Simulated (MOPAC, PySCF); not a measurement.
C$_{4}$H$_{4}$O, SMILES `C#CC(C)=O`, neutral singlet in the gas phase. 

Cartesian coordinates (Å):
```xyz
9

C      2.2803    -0.1125    -0.0752
C      1.1139    -0.1956     0.2505
C     -0.2858    -0.2949     0.6395
C     -1.2795     0.2573    -0.3535
O     -0.6054    -0.7979     1.7070
H      3.3164    -0.0500    -0.3417
H     -1.1724    -0.2611    -1.3188
H     -2.2974     0.1331     0.0331
H     -1.0702     1.3216    -0.5410
```
Charge 0, spin multiplicity 1.

All levels are single points at this geometry (PBE-D3(BJ)/def2-TZVP); Pople sets use spherical d functions. Orbital energies aren't observables, and empty levels follow the basis.

| level | HOMO (eV) | LUMO (eV) | gap (eV) | dipole (D) | vertical IE, Delta-SCF (eV) |
|---|---|---|---|---|---|
| PBE-D3(BJ)/def2-TZVP in PySCF | -6.19 | -2.86 | 3.33 | 2.96 | – |
| B3LYP/6-31G* in PySCF | -7.21 | -1.63 | 5.58 | 2.98 | 9.82 |
| M06-2X/6-31G* in PySCF | -9.25 | -0.45 | 8.80 | 3.02 | – |
| SVWN5/6-31G* in PySCF | -5.88 | -2.64 | 3.24 | 2.93 | 9.81 |
| HF/6-31G* in PySCF | -11.17 | 2.61 | 13.78 | 3.45 | 9.77 |
| AM1 in MOPAC | -11.20 | 0.13 | 11.33 | 2.93 | – |
